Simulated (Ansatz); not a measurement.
I₂Zr, SMILES [I][Zr][I], multiplicity 1.

Coordinates come from a B3LYP-D3(BJ)/def2-SVP optimisation. The geometry has at least one imaginary mode, so it is a saddle point at that level. The spin state was assumed, not searched. The def2 effective core potentials stand for the cores of I, Zr; spin–orbit coupling is left out.

Two levels are set side by side: PBE/def2-SVPD (Ansatz, a first-principles code) and CAM-B3LYP/def2-SVPD (Ansatz). Energy differences of separate SCF runs at the same geometry. Differences are taken from unrounded values.

```tsv
quantity	CAM-B3LYP	PBE	PBE minus CAM-B3LYP
vertical singlet–triplet gap (eV)	-0.64	-0.65	-0.01
```

Here PBE gives about what the other level gives.
